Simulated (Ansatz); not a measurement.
Species: H3AlO2, SMILES `[OH][AlH][OH]` (H–O–Al–O torsion 0°, O–Al–O–H torsion 0°) (charge 0, multiplicity 1).

Task: Give a relaxed geometry from Ansatz (an electronic-structure program) with CAM-B3LYP-D3(BJ)/def2-TZVP.

Result: This is not unique; one that fits is the end point of this relaxation, one of several conformers (outside a Z-matrix the atoms follow the SMILES, hydrogens last).
Bonded distances (Å): O1–Al2 1.687, O1–H4 0.955, Al2–O3 1.687, Al2–H5 1.556, O3–H6 0.955. Bond angles (°): Al2–O1–H4 128.8, O1–Al2–O3 124.0, O1–Al2–H5 118.0, O3–Al2–H5 118.0, Al2–O3–H6 128.8.
